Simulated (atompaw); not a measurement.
## How hard is this europium PAW (atompaw) potential?

europium (Eu), PAW, made with atompaw 4.2.0.5 (PBE, scalar-relativistic). Core [Kr], reference 4d10 4f7 5s2 5p6 5d0.5 6s1.5 6p0. Waves: 5s (bound); 6s (bound); 5p (bound); 6p (bound, empty); 4d (bound); 5d (bound); 4f (bound); 4f channel at 0.6 Ry. Local part: troulliermartins scheme with l = 4 at -0.5 Ry, radius 2.40 bohr. Core correction: smooth core density matched at 2.00 bohr. Augmentation charge: sinc compensation charge, radius 2.15 bohr; PAW radius 2.75 bohr; waves and projectors: bloechl.

The pseudo-atom Hamiltonian at the reference potential is diagonalised in spherical Bessel functions j_l(qr) that vanish at 20 bohr, with q² up to the cutoff. All-electron valence levels (Ry): 5s -3.2394, 6s -0.2523, 5p -1.7069, 6p -0.0820, 4d -9.8705, 5d -0.0929, 4f -0.1598.

Problem. How do the lowest levels (Ry) of each channel move with the cutoff, and are there ghosts?

Solution.

```csv
cutoff (Ry),s #1,s #2,s #3,p #1,p #2,p #3,d #1,d #2,f #1,f #2,Σ f·Δε (mRy)
8,-3.1847,-0.2501,-0.0008,-1.4756,-0.0712,0.0493,-9.4916,0.0175,0.0870,0.1825,7071.9
10,-3.2235,-0.2515,-0.0011,-1.5936,-0.0767,0.0468,-9.6154,0.0159,0.0738,0.0932,4953.6
15,-3.2352,-0.2520,-0.0012,-1.6982,-0.0814,0.0449,-9.7542,0.0118,-0.0897,0.0880,1767.0
18,-3.2356,-0.2520,-0.0012,-1.7047,-0.0818,0.0447,-9.8110,0.0057,-0.1171,0.0879,963.9
21,-3.2367,-0.2520,-0.0012,-1.7062,-0.0818,0.0447,-9.8350,-0.0026,-0.1345,0.0878,587.7
30,-3.2389,-0.2522,-0.0012,-1.7065,-0.0819,0.0447,-9.8633,-0.0503,-0.1566,0.0878,120.0
35,-3.2393,-0.2522,-0.0012,-1.7067,-0.0819,0.0447,-9.8683,-0.0766,-0.1591,0.0877,36.9
40,-3.2394,-0.2522,-0.0012,-1.7068,-0.0819,0.0447,-9.8699,-0.0884,-0.1596,0.0877,9.9
45,-3.2394,-0.2522,-0.0012,-1.7069,-0.0819,0.0447,-9.8703,-0.0913,-0.1598,0.0877,3.1
55,-3.2394,-0.2522,-0.0012,-1.7069,-0.0819,0.0447,-9.8705,-0.0928,-0.1598,0.0877,0.1
60,-3.2394,-0.2522,-0.0012,-1.7069,-0.0819,0.0447,-9.8705,-0.0929,-0.1598,0.0877,0.0
400,-3.2394,-0.2522,-0.0012,-1.7069,-0.0819,0.0447,-9.8705,-0.0929,-0.1598,0.0877,0.0
```

Result: no extra level below or beside the all-electron valence levels (s, p, d, f tested); 10 mRy is reached at 40 Ry and 1 mRy at 50 Ry.
